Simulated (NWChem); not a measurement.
System: C5H8; SMILES C#CCCC

The following NWChem deck was run.

```
start job
memory heap 200 mb stack 900 mb global 1100 mb
geometry units angstroms
  C      0.252770     2.649663     0.000000
  C     -0.150300     1.507327     0.000000
  C     -0.613588     0.125271     0.000000
  C      0.518932    -0.906166     0.000000
  C      0.004982    -2.336261     0.000000
  H      0.604944     3.664335     0.000000
  H     -1.260980    -0.035196     0.880638
  H     -1.260980    -0.035196    -0.880638
  H      1.159368    -0.731444    -0.880192
  H      1.159368    -0.731444     0.880192
  H     -0.614288    -2.541721    -0.888097
  H      0.834317    -3.059303     0.000000
  H     -0.614288    -2.541721     0.888097
end
basis spherical
  * library sto-3g
end
dft
  xc hfexch
  iterations 150
end
driver
  maxiter 120
end
task dft optimize
task dft freq
```

The level has its own optimisation; frequencies are unscaled. Brackets give each atom's bonded neighbours.

Problem. Give the results of this calculation. (Hartree-Fock/STO-3G.) Quantities: r C–C [C(CC)–C(CH)] (Å); r C–H [C(CH)–H(C)] (Å); r C–C [C(CC)–C(CCHH)] (Å); r C–C [C(CCHH)–C(CCHH)] (Å); highest harmonic frequency (cm⁻¹); lowest (cm⁻¹); zero-point energy (kcal/mol); dipole (D).

Solution. 
```
Item                               Result
---------------------------------  ------
r C–C [C(CC)–C(CH)] (Å)             1.170
r C–H [C(CH)–H(C)] (Å)              1.063
r C–C [C(CC)–C(CCHH)] (Å)           1.489
r C–C [C(CCHH)–C(CCHH)] (Å)         1.551
highest harmonic frequency (cm⁻¹)    3952
lowest (cm⁻¹)                         103
zero-point energy (kcal/mol)         85.1
dipole (D)                           0.59
```
